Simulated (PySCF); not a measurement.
triplet methylene (CH₂), triplet, at a GFN2-xTB geometry; PySCF with WB97X-V/def2-SVP.

The PySCF input:
```python
from pyscf import gto, scf, dft

mol = gto.M(
    atom='''
C     0.00386916    0.00066529    0.10150064
H     0.00046091    0.97908788   -0.31139250
H    -0.02367585   -0.98307960   -0.29761136
''',
    basis='def2-svp',
    spin=2,
    verbose=4,
)

mf = dft.UKS(mol)
mf.xc = 'wb97x_v'
mf.kernel()
```

What the program printed (banner, timings and long lists left out):

```
PySCF version 2.14.0

[INPUT] verbose = 4
[INPUT] num. atoms = 3
[INPUT] num. electrons = 8
[INPUT] charge = 0
[INPUT] spin (= nelec alpha-beta = 2S) = 2
[INPUT] symmetry False subgroup None
[INPUT] Mole.unit = angstrom
[INPUT] Symbol           X                Y                Z      unit          X                Y                Z       unit  Magmom
[INPUT]  1 C      0.003869160000   0.000665290000   0.101500640000 AA    0.007311652732   0.001257215893   0.191808411068 Bohr   0.0
[INPUT]  2 H      0.000460910000   0.979087880000  -0.311392500000 AA    0.000870993668   1.850207945081  -0.588446542244 Bohr   0.0
[INPUT]  3 H     -0.023675850000  -0.983079600000  -0.297611360000 AA   -0.044740872266  -1.857751202647  -0.562403961959 Bohr   0.0

nuclear repulsion = 6.24917494958526
number of shells = 12
number of NR pGTOs = 38
number of NR cGTOs = 24
basis = def2-svp
ecp = {}

******** <class 'pyscf.dft.uks.UKS'> ********
method = UKS
initial guess = minao
damping factor = 0
level_shift factor = 0
DIIS = <class 'pyscf.scf.diis.CDIIS'>
diis_start_cycle = 1
diis_space = 8
diis_damp = 0
SCF conv_tol = 1e-09
SCF conv_tol_grad = None
SCF max_cycles = 50
direct_scf = True
direct_scf_tol = 1e-13
number electrons alpha = 5  beta = 3
XC library pyscf.dft.libxc version 7.1.2
    S. Lehtola, C. Steigemann, M. J. T. Oliveira, and M. A. L. Marques,  SoftwareX 7, 1–5 (2018)
XC functionals = wb97x_v
    N. Mardirossian and M. Head-Gordon,  Phys. Chem. Chem. Phys. 16, 9904–9924 (2014)
radial grids:
    Treutler-Ahlrichs [JCP 102, 346 (1995); DOI:10.1063/1.469408] (M4) radial grids

becke partition: Becke, JCP 88, 2547 (1988); DOI:10.1063/1.454033
pruning grids: <function nwchem_prune>
grids dens level: 3
symmetrized grids: False
atomic radii adjust function: <function treutler_atomic_radii_adjust>
** Following is NLC and NLC Grids **
NLC functional = wb97x_v
radial grids:
    Treutler-Ahlrichs [JCP 102, 346 (1995); DOI:10.1063/1.469408] (M4) radial grids

becke partition: Becke, JCP 88, 2547 (1988); DOI:10.1063/1.454033
pruning grids: <function nwchem_prune>
grids dens level: 3
symmetrized grids: False
atomic radii adjust function: <function treutler_atomic_radii_adjust>
small_rho_cutoff = 0
Set gradient conv threshold to 3.16228e-05
tot grids = 33736
tot grids = 33736
init E= -38.8981421695956

cycle= 1 E= -39.0925034874143  delta_E= -0.194  |g|= 0.0866  |ddm|= 1.12
cycle= 2 E= -39.0999868925227  delta_E= -0.00748  |g|= 0.03  |ddm|= 0.121
cycle= 3 E= -39.1008429359973  delta_E= -0.000856  |g|= 0.0115  |ddm|= 0.0403
cycle= 4 E= -39.1010012291757  delta_E= -0.000158  |g|= 0.00301  |ddm|= 0.0202
cycle= 5 E= -39.1010151190391  delta_E= -1.39e-05  |g|= 0.000742  |ddm|= 0.00634
cycle= 6 E= -39.1010158983656  delta_E= -7.79e-07  |g|= 0.000121  |ddm|= 0.00193
cycle= 7 E= -39.1010159202237  delta_E= -2.19e-08  |g|= 2.68e-05  |ddm|= 0.000312
cycle= 8 E= -39.1010159215505  delta_E= -1.33e-09  |g|= 5.37e-06  |ddm|= 8.16e-05
cycle= 9 E= -39.1010159216057  delta_E= -5.52e-11  |g|= 6.86e-07  |ddm|= 1.97e-05
Extra cycle  E= -39.1010159216066  delta_E= -8.53e-13  |g|= 2.87e-07  |ddm|= 2.37e-06
converged SCF energy = -39.1010159216066  <S^2> = 2.0047141  2S+1 = 3.0031411
```
